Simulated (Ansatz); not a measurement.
Consider the substitution at a C–Ge bond: `C#[C][Ge]([F])([F])[Cl]` + `OCF` → `C#COCF` + `[F][GeH]([F])[Cl]`.

Program: Ansatz. Geometries: PBE0-D4/def2-TZVP. ΔE: electronic, gas phase. CCSD(T)/CBS is the MP2 limit (def2-TZVPP, def2-QZVPP) plus CCSD(T) − MP2 in def2-TZVPP, frozen cores. Functionals use def2-TZVPP. For Ge outer-core shells are correlated without core-valence functions, which leaves a few kJ/mol of doubt a bond. Scalar relativity is left out up to krypton. Each species was taken in one conformer, which may not be the lowest.

`C#[C][Ge]([F])([F])[Cl]`:

Cartesian coordinates in Å:
```
C -0.414 -1.078 1.711
C -0.161 -0.475 0.702
Ge 0.221 0.483 -0.853
F -0.561 -0.229 -2.196
F 1.892 0.406 -1.204
Cl -0.340 2.508 -0.763
H -0.636 -1.616 2.604
```

`OCF`:

Cartesian coordinates in Å:
```
O -0.119 -0.143 1.066
C 0.243 0.012 -0.246
F -0.273 1.182 -0.769
H -1.059 -0.338 1.115
H -0.123 -0.798 -0.888
H 1.331 0.084 -0.278
```

`C#COCF`:

```xyz
8

C     0.805    1.882   -0.458
C    -0.017    1.031   -0.269
O    -0.917    0.121   -0.069
C    -0.379   -1.146    0.284
F    -1.433   -1.961    0.452
H     1.519    2.650   -0.630
H     0.247   -1.516   -0.533
H     0.174   -1.059    1.223
```

`[F][GeH]([F])[Cl]`:

```xyz
5

F     0.605    1.588    0.061
Ge    0.039   -0.019   -0.111
F     1.184   -0.991    0.713
Cl   -1.797   -0.171    0.917
H    -0.032   -0.407   -1.579
```

```
             level  ΔE (kcal/mol)
           BLYP-D4           25.1
              BLYP           24.3
           r2SCANh           26.1
SCS-MP2/def2-TZVPP           31.1
```

**Question.** What does CCSD(T)/CBS give? (An estimate is asked.)

**Answer.** Ansatz gave: +30.1 kcal/mol. The listed levels differ from it by -5.0, -5.8, -4.0, 1.0 kcal/mol.

Largest T1 diagnostic among the species: 0.013.

The D4 term adds +0.8 kcal/mol with B3LYP and +0.4 kcal/mol with PBE0; it sums over pairs of atoms, weighted by their polarisabilities, and B3LYP, whose exchange is more repulsive, gets the larger term. From BLYP to BHLYP (50 % exact exchange), in def2-TZVPP and without D4, ΔE moves by +1.8 kcal/mol. At CCSD(T), def2-SVP lies −3.8 kcal/mol from the extrapolated value and def2-TZVPP +0.5 kcal/mol.

B3LYP here is the variant with VWN-RPA as its local correlation; programs differ in this.
